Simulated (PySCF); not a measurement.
# $^{17}$O chemical shifts

[PySCF: shieldings: GIAO PBE0/pcSseg-1; structure optimised with GFN2-xTB; non-relativistic; one conformer; rapidly exchanging positions averaged; no solvent model]

Shieldings were converted by a linear fit to measured shifts: $^{17}$O (scatter 10.7 ppm rms, 12.2 ppm with the 3 outliers that the fit left out vs liquid water, solution or neat liquid). Occasional misses reach two or three times the rms, and more in compound classes unlike the fitted ones.

Problem. Give the $^{17}$O shifts of `O=S(=O)(O)c1ccoc1`, `FC(F)OCC([SiH3])[SiH3]`, `F[C@@H]1CO[C@@H]1OC(F)(F)F`, `COC[C@H](CF)O[SiH3]`, `CS[SiH2]OC=O`, `CCCO[Si@@H](O)CF`.

Solution. 
| compound | environment | δ (ppm) |
| --- | --- | --- |
| [O:1]=[S:2](=[O:3])([OH:4])[c:5]1[cH:6][cH:7][o:8][cH:9]1 | O8: aromatic ring oxygen | 240.6 |
| [O:1]=[S:2](=[O:3])([OH:4])[c:5]1[cH:6][cH:7][o:8][cH:9]1 | O1/3: S=O oxygen (×2) | 173.8 |
| [O:1]=[S:2](=[O:3])([OH:4])[c:5]1[cH:6][cH:7][o:8][cH:9]1 | O4: oxygen bonded to S, H | 163.7 |
| FC(F)OCC([SiH3])[SiH3] | ether oxygen | 79.8 |
| [F:1][C@@H:2]1[CH2:3][O:4][C@@H:5]1[O:6][C:7]([F:8])([F:9])[F:10] | O6: ether oxygen | 106.1 |
| [F:1][C@@H:2]1[CH2:3][O:4][C@@H:5]1[O:6][C:7]([F:8])([F:9])[F:10] | O4: ether oxygen | 26.1 |
| [CH3:1][O:2][CH2:3][C@H:4]([CH2:5][F:6])[O:7][SiH3:8] | O7: oxygen bonded to C, Si | -14.7 |
| [CH3:1][O:2][CH2:3][C@H:4]([CH2:5][F:6])[O:7][SiH3:8] | O2: ether oxygen | -21.7 |
| [CH3:1][S:2][SiH2:3][O:4][CH:5]=[O:6] | O6: carbonyl oxygen | 383.6 |
| [CH3:1][S:2][SiH2:3][O:4][CH:5]=[O:6] | O4: oxygen bonded to C, Si | 142.4 |
| [CH3:1][CH2:2][CH2:3][O:4][Si@@H:5]([OH:6])[CH2:7][F:8] | O4: oxygen bonded to C, Si | 6.4 |
| [CH3:1][CH2:2][CH2:3][O:4][Si@@H:5]([OH:6])[CH2:7][F:8] | O6: oxygen bonded to Si, H | -7.4 |

Problem. Match the shifts 552.2, 507.4, 70.6, 7.9 ppm to `COc1nsc(F)n1`, `C=Cc1ccc(C(C)=O)cc1`, `O=C(c1ccccc1)C1CC1`, `C=C[C@H]1OCc2ccccc21`.

Solution. 552.2: C=Cc1ccc(C(C)=O)cc1 (ketone oxygen); 507.4: O=C(c1ccccc1)C1CC1 (ketone oxygen); 70.6: COc1nsc(F)n1 (ether oxygen); 7.9: C=C[C@H]1OCc2ccccc21 (ether oxygen).
